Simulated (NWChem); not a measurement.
System: SiHBr, singlet; SMILES [SiH]Br

Output (shortened):

```
             Northwest Computational Chemistry Package (NWChem) 7.3.0
             --------------------------------------------------------

 CS  symmetry detected

                             Geometry "geometry" -> ""
                             -------------------------

 Output coordinates in angstroms (scale by  1.889725989 to convert to a.u.)

  No.       Tag          Charge          X              Y              Z
 ---- ---------------- ---------- -------------- -------------- --------------
    1 Si                  14.0000     0.07178784    -1.58560158     0.00000000
    2 H                    1.0000    -1.47322948    -1.73655409     0.00000000
    3 Br                  35.0000     0.01337714     0.68385646     0.00000000

 Effective nuclear repulsion energy (a.u.)     125.5099222956

      Symmetry information
      --------------------

 Group name             Cs
 Group number              2
 Group order               2
 No. of unique centers     3

  pbe96 is a nonlocal functional; adding pw91lda local functional.

                                 NWChem DFT Module
                                 -----------------

 Summary of "ao basis" -> "ao basis" (spherical)
 ------------------------------------------------------------------------------
       Tag                 Description            Shells   Functions and Types
 ---------------- ------------------------------  ------  ---------------------
 Si                         def2-svp                 8       18   4s3p1d
 H                          def2-svp                 3        5   2s1p
 Br                         def2-svp                12       32   5s4p3d

      Symmetry analysis of basis
      --------------------------

        a'         39
        a"         16

            General Information
            -------------------
          SCF calculation type: DFT
          Wavefunction type:  closed shell.
          No. of atoms     :     3
          No. of electrons :    50
           Alpha electrons :    25
            Beta electrons :    25
          Charge           :     0
          Spin multiplicity:     1
          Use of symmetry is: off; symmetry adaption is: on
          Maximum number of iterations: 150
          AO basis - number of functions:    55
                     number of shells:    23
          Convergence on energy requested:  1.00D-06
          Convergence on density requested:  1.00D-05
          Convergence on gradient requested:  5.00D-04

[...]

                                NWChem TDDFT Module
                                -------------------

            General Information
            -------------------
           No. of orbitals :     110
            Alpha orbitals :      55
             Beta orbitals :      55
        Alpha frozen cores :       0
         Beta frozen cores :       0
     Alpha frozen virtuals :       0
      Beta frozen virtuals :       0
         Spin multiplicity :       1
    Number of AO functions :      55
        Use of symmetry is : off
      Symmetry adaption is : on
         Schwarz screening :  0.10D-07

              XC Information
              --------------
   PerdewBurkeErnzerhof Exchange Functional   1.00
     Perdew 1991 LDA Correlation Functional   1.00 local
    PerdewBurkeErnz. Correlation Functional   1.00 non-local

             TDDFT Information
             -----------------
          Calculation type : Tamm-Dancoff TDDFT
         Wavefunction type : Restricted singlets & triplets
          No. of electrons :      50
           Alpha electrons :      25
            Beta electrons :      25
              No. of roots :       8
          Max subspacesize :    5600
            Max iterations :     100
               Target root :       1
           Target symmetry : none
      Symmetry restriction : off
                 Algorithm : Optimal
        Davidson threshold :  0.10D-03

    8 smallest eigenvalue differences (eV)
--------------------------------------------------------
  No. Spin  Occ  Vir  Irrep   E(Occ)    E(Vir)   E(Diff)
--------------------------------------------------------
    1    1   25   26 a"       -0.214    -0.143     1.953
    2    1   24   26 a"       -0.278    -0.143     3.679
    3    1   23   26 a'       -0.287    -0.143     3.920
    4    1   25   27 a'       -0.214    -0.037     4.818
    5    1   22   26 a"       -0.323    -0.143     4.914
    6    1   24   27 a'       -0.278    -0.037     6.544
    7    1   25   28 a'       -0.214     0.026     6.555
    8    1   23   27 a"       -0.287    -0.037     6.785
--------------------------------------------------------

  Entering Davidson iterations
  Restricted singlet excited states

  Iter   NTrls   NConv    DeltaV     DeltaE      Time
  ----  ------  ------  ---------  ---------  ---------
    1      8       0     0.11E+00   0.10+100        1.2
    2     16       0     0.37E-01   0.26E-01        1.2
    3     24       2     0.22E-01   0.47E-02        1.2
    4     30       5     0.26E-02   0.38E-03        1.1
    5     33       7     0.12E-03   0.62E-05        0.9
    6     34       8     0.60E-04   0.21E-07        0.8
  ----  ------  ------  ---------  ---------  ---------
  Convergence criterion met

  Ground state a'      -2863.292730476626 a.u.

  ----------------------------------------------------------------------------
  Root   1 singlet a"             0.090264079 a.u.                2.4562 eV
  ----------------------------------------------------------------------------
     Transition Moments    X -0.00000   Y -0.00000   Z  0.46849
     Dipole Oscillator Strength                    0.0132074319
     Electric Quadrupole                           0.0000000260
     Magnetic Dipole                               0.0000011653
     Total Oscillator Strength                     0.0132086232

[...]
```

Level: PBE/def2-SVP, TDA. Low-valent species are run as closed-shell singlets; no triplet was tried in these runs. Geometry: optimised at PBE-D3(BJ)/def2-SVP.

**Question.** Write an input that gives this output.

**Answer.** One answer among several that fit: the input that was run:
```
start job
memory heap 200 mb stack 900 mb global 1100 mb
geometry units angstroms noautoz
  Si     0.100618    -1.579925     0.000000
  H     -1.442655    -1.747775     0.000000
  Br     0.017377     0.688758     0.000000
end
basis spherical
  * library def2-svp
end
dft
  xc xpbe96 cpbe96
  iterations 150
end
tddft
  cis
  nroots 8
end
task tddft energy
```
